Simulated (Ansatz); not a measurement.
A thermochemical cycle in electronic energies (no zero-point or thermal terms), species as SMILES, kcal/mol. Structures are relaxed separately at B3LYP-D3(BJ)/def2-TZVP in Ansatz (an electronic-structure program). Valence correlation only, unless marked. Open shells are spin-unrestricted. No spin-orbit coupling. No relativistic terms. CBS marks a two-point X^-3 extrapolation of the correlation energy; Hartree-Fock from the larger set. The bracket is a focal-point correction in the basis named. Anions need diffuse functions, of which def2-TZVPD holds fewer than the aug- sets.

```
step                                                                            RI-MP2/CBS(aug-cc-pVTZ,aug-cc-pVQZ)+[CCSD(T)-MP2]/aug-cc-pVTZ (Ansatz)  wB97X-V/def2-TZVPD (Ansatz)
------------------------------------------------------------------------------  ----------------------------------------------------------------------  ---------------------------
electron affinity EA, positive where the anion is bound: F[CH]F + e- → F[CH-]F                                                                    15.9                         13.3
deprotonation energy A: FCF [difluoromethane] → F[CH-]F + H+                                                                                     407.4                        407.5
ionisation of the H atom at the same level, IE                                                                                                   313.7                        314.1
```

**Question.** Find the bond energy D: FCF [difluoromethane] -> F[CH]F + H atom.

**Answer.** Breaking the bond, ionising the H atom and attaching the electron to the radical add up to the deprotonation, A = D + IE - EA. At RI-MP2/CBS(aug-cc-pVTZ,aug-cc-pVQZ)+[CCSD(T)-MP2]/aug-cc-pVTZ: D = A - IE + EA = 407.4 - 313.7 + 15.9 = 109.6. At wB97X-V/def2-TZVPD: D = A - IE + EA = 407.5 - 314.1 + 13.3 = 106.7. The functional differs from the first level by -2.9 in D, -2.6 in EA and +0.1 in A; for EA and A the gap mixes functional and basis.
